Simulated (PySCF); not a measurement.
C4HCoO4, charge +1, doublet, geometry from GFN2-xTB (such geometries of metal compounds can be far from the true shape) (the multiplicity is a formal guess). Base run: DF-B3LYP/def2-SV(P) (PySCF).

The PySCF input:
```python
from pyscf import gto, scf, dft

mol = gto.M(
    atom='''
Co    0.321360   -0.038812    0.094866
O     1.666022   -0.150988   -2.509055
C     1.139702   -0.108010   -1.520054
O     0.110033    0.399324    2.987008
C     0.177010    0.232468    1.880366
O    -1.315459    2.335405   -0.606260
C    -0.717299    1.424968   -0.345754
O    -1.514291   -2.397203   -0.188682
C    -0.880139   -1.478257   -0.101160
H     1.437200   -0.871397    0.494137
''',
    basis='def2-sv(p)',
    charge=1,
    spin=1,
    verbose=5,
)

mf = dft.UKS(mol)
mf.xc = 'b3lyp'
mf = mf.density_fit(auxbasis='def2-universal-jkfit')
mf.kernel()
mf.analyze()
```

Variants of this job, named by their change:

```tsv
change	ΔE vs base (µEh)	grid points	electrons on the grid	outcome
base	0.0	143512	83.00000	converged
grids.atom_grid = (50, 194)	52.8	64616	82.99997	converged
grids.atom_grid = (75, 302)	0.1	140928	83.00002	converged
grids.prune = off	-5.8	235360	83.00000	converged
grids.level = 4	1.3	273944	83.00000	converged
grids.level = 2	-0.3	108328	83.00002	converged
grids.radi_method = delley	1.0	147904	83.00000	converged
small_rho_cutoff = 0	0.0	143512	83.00000	converged
grids.atom_grid = (30, 110)	1656	24480	83.00060	converged
grids.level = 5	0.5	413144	83.00000	converged
grids.level = 7	-	-	-	cut at the time limit
```

Open shells are given as the SCF converged; they aren't shown to be the lowest states, and a large step between rows can be another state.
